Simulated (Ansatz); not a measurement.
# Stretch profile

C2H3BCl2 (SMILES C=CB(Cl)Cl), closed shell, at its PBE0-D4/def2-TZVP minimum:

C1  (0.484, 0.923, 0.802)
C2  (-0.058, -0.257, 0.496)
B3  (-0.366, -0.696, -0.945)
Cl4  (-1.077, -2.267, -1.244)
Cl5  (-0.027, 0.330, -2.323)
H6  (0.693, 1.213, 1.827)
H7  (0.738, 1.643, 0.030)
H8  (-0.296, -0.947, 1.302)
(Å)

The bond length C2–H8 (1.087 Å at the minimum) is set to the values below, with the rest relaxed at PBE0-D4/def2-TZVP at each step. Each method's energies count from its own value at the PBE0-D4 minimum structure. Computed with Ansatz 0.2.0 (basis: def2-TZVPP); correlated methods freeze the cores. B3LYP uses VWN-RPA correlation.

```
bond length (Å)  CCSD(T) (eV)  r2SCAN-D4 (eV)  PBE0-D4 (eV)
          0.892         0.961           0.963         0.967
          0.938         0.506           0.509         0.510
          1.005         0.132           0.135         0.134
          1.083         0.000           0.000         0.000
          1.170         0.102           0.097         0.101
          1.264         0.388           0.377         0.389
          1.363         0.794           0.776         0.800
          1.468         1.273           1.249         1.284
          1.577         1.777           1.753         1.808
```

Minimum and curvature along this coordinate at CCSD(T): A fifth-order fit through the nearest points gives 1.086 Å, with a curvature of about 34 eV/Å².

Largest difference from the CCSD(T) curve over the scan: PBE-D4 0.138; B3LYP-D4 0.020; wB97M-V 0.059; HF 0.296 eV. Each curve counts from its own value at the minimum.

T1 diagnostic: at most 0.013. The restricted Hartree–Fock reference is unstable towards an unrestricted one at one or more of these structures.

For scale, one of the runs: CCSD(T)/def2-TZVPP, 219 basis functions (an equivalent command: `ansatz run in.yaml --threads 4`). Hardware: 4 CPU threads, shared host. Wall time 23 s; peak host memory 3.4 GiB.
